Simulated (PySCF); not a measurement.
C₃H₇ClSi, SMILES Cl[SiH2]/C=C/C. Heavy atoms are numbered as in [CH3:1]/[CH:2]=[CH:3]/[SiH2:4][Cl:5]. Hydrogens are named by the atom that carries them.

Geometry optimised at PBE0-D3(BJ)/def2-SVP. The structure was generated by enumeration; whether it is a known compound was not checked. Other conformers were not sampled.

Method: PBE/def2-TZVP run with PySCF.

ESP charges are fitted to the potential on shells at 1.4 to 2.0 van der Waals radii. Atomic charges (e), one atom of each kind:

```json
[
 {"atom": "C1 (CH3)", "Mulliken": "-0.32", "ESP fit": "(withheld)"},
 {"atom": "C2 (CH)", "Mulliken": "-0.10", "ESP fit": "(withheld)"},
 {"atom": "C3 (CH)", "Mulliken": "-0.20", "ESP fit": "-0.32"},
 {"atom": "Si4 (SiH2)", "Mulliken": "0.33", "ESP fit": "0.08"},
 {"atom": "Cl5", "Mulliken": "-0.25", "ESP fit": "(withheld)"},
 {"atom": "H on C1", "Mulliken": "0.13", "ESP fit": "0.17"},
 {"atom": "H on C2", "Mulliken": "0.11", "ESP fit": "(withheld)"},
 {"atom": "H on C3", "Mulliken": "0.11", "ESP fit": "0.19"},
 {"atom": "H on Si4", "Mulliken": "-0.03", "ESP fit": "-0.01"}
]
```

### Question
Complete the blanks. (Estimate from the structure and the level; the computed values follow.)

### Answer

- C1 (CH3), ESP fit: -0.56
- C2 (CH), ESP fit: 0.16
- Cl5, ESP fit: -0.13
- H on C2, ESP fit: 0.09

Computed Mayer and Wiberg (Löwdin basis) orders of the bonds:
```
bond     Mayer  Wiberg
-------  -----  ------
C1–C2     1.00    1.33
C2–C3     1.86    2.04
C3–Si4    1.01    1.19
Si4–Cl5   1.15    1.81
```
